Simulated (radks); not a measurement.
These are the eigenvalues of the occupied orbitals of an atom or ion with whole-number occupations (eV). All-electron calculation, scalar-relativistic Kohn-Sham, PBE, spin-unpolarised, spherical densities, point nucleus. Program: a radial shooting solver on a logarithmic mesh with Libxc functionals.

1s: -85838.04
2s: -15447.12
2p: -13311.09
3s: -3836.524
3p: -3221.857
3d: -2586.260
4s: -1007.212
4p: -805.5572
4d: -569.4681
5s: -316.8439
4f: -307.8674
5p: -257.5364
5d: -186.2396

Which element is it, and in what charge state? The configuration may be excited.

Answer. Z = 81, thallium, charge +11: Tl11+ in [Xe] 4f14 5d2. The list shows which subshells hold electrons but not how many an open one holds; the 1s level, -3154.5 hartree, gives Z - s = 79.4 by -(Z - s)^2/2, which with screening and relativity narrows Z to a few neighbours, and the depths of the outer levels then fix element, charge and occupations together.
